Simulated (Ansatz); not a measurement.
A search over several starts for the lowest SCF solution of Pb2Se3 at the given spin, in a small basis.

```yaml
crystal:
  periodic: [false, false, false]
  atoms:
    - {symbol: Pb, position_ang: [-0.374609, 1.464253, -1.141605]}
    - {symbol: Pb, position_ang: [0.561649, -1.092640, 1.441652]}
    - {symbol: Se, position_ang: [-0.689826, -1.371231, -1.107193]}
    - {symbol: Se, position_ang: [2.082147, 0.285194, -0.472377]}
    - {symbol: Se, position_ang: [-1.579361, 0.714424, 1.279524]}
basis:
  gaussian: {orbitals: def2-SVP, initial_orbitals: start.molden}
magnetization: {spin_polarized: true, initial_magnetization: 2}
hamiltonian: {xc: pbe0, dispersion: d4}
output: {orbitals: {seedname: orbitals}}
```

The file start.molden holds the orbitals of an earlier run on this structure, at another level or in another basis.

```sh
$ ansatz run in.yaml --threads 4 --pin off --events-out ev --progress --plain --max-ram 4787MiB
```

It prints (some lines left out):

```
Functional definition: PBE0
  name "PBE0"
  cite "Adamo & Barone, J. Chem. Phys. 110, 6158 (1999) doi:10.1063/1.478522"
  cite "Perdew, Burke & Ernzerhof, Phys. Rev. Lett. 77, 3865 (1996) doi:10.1103/PhysRevLett.77.3865"
  parent pbe
  parameter a = 0.25
  parameter kappa = 0.804
  parameter beta = 0.06672455060314922
  exchange = (1 - a)*pbe_x(kappa = kappa, mu = beta*pi^2/3) + a*exact_x
  correlation = pbe_c(beta = beta)
1615 factors; integrals over basis functions are off by at most 3.0e-4 eV
mean field evaluation 1: about -206502.8312 eV, gradient 6.6e0 eV
mean field evaluation 2: about -206502.9885 eV, gradient 2.0e-1 eV
mean field evaluation 4: about -206503.0166 eV, gradient 2.2e-3 eV
mean field evaluation 8: about -206501.4857 eV, gradient 1.3e1 eV
mean field evaluation 16: about -206503.0165 eV, gradient 7.6e-2 eV
mean field evaluation 32: about -206502.8925 eV, gradient 1.5e0 eV
mean field -206503.01657991 eV, -7588.8458865398 hartree, gradient 2.5e-5 eV, S^2 2.024113; 5 other end points of the search recorded, 0 dependent functions left out
reference -206503.01660624 eV, -7588.8458875073 hartree; 74, 72 occupied and 74, 76 virtual orbitals, 1615 factors
Total energy: -206503.37434075 eV, -7588.8590340081 hartree
```

It took 17 s on 4 threads of Arm Neoverse V1 on a shared host, peak host memory 0.87 GiB.

In the def2 sets Pb takes a core potential; there is no spin–orbit coupling. At PBE0-D4/def2-TZVP a singlet of charge 0 lies 1.20 eV below the triplet, each at its own geometry. The structure comes from a short search, and lower isomers may exist.
